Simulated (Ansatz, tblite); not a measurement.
Forces on WO₃ at its PBE-D4/def2-TZVP geometry. Total charge 0; singlet.

In the def2 sets W takes a core potential; there is no spin–orbit coupling. The xTB rows come from tblite. The restricted singlet is unstable towards broken spin symmetry in Hartree–Fock (as tested in another run); at PBE0-D4/def2-TZVP this wasn't settled.

GFN1-xTB (tblite), largest force 3.54 eV/Å:

```xyz
4
positions Å, forces eV/Å
W    -0.034   -0.203   -0.456    0.239    1.432    3.225
O    -1.201    1.058   -0.197    1.157   -1.488   -0.718
O     1.522    0.509   -0.156   -1.622   -0.928   -0.760
O    -0.287   -1.364    0.810    0.225    0.984   -1.746
```

GFN2-xTB (tblite), largest force 1.01 eV/Å:

```
W 0.068 0.408 0.919
O -0.240 0.041 -0.369
O 0.248 -0.057 -0.361
O -0.076 -0.393 -0.188
```

PBE0-D4/def2-TZVP (Ansatz), largest force 2.01 eV/Å:

```
W 0.136 0.813 1.830
O 0.815 -0.974 -0.362
O -1.118 -0.584 -0.391
O 0.167 0.746 -1.077
```
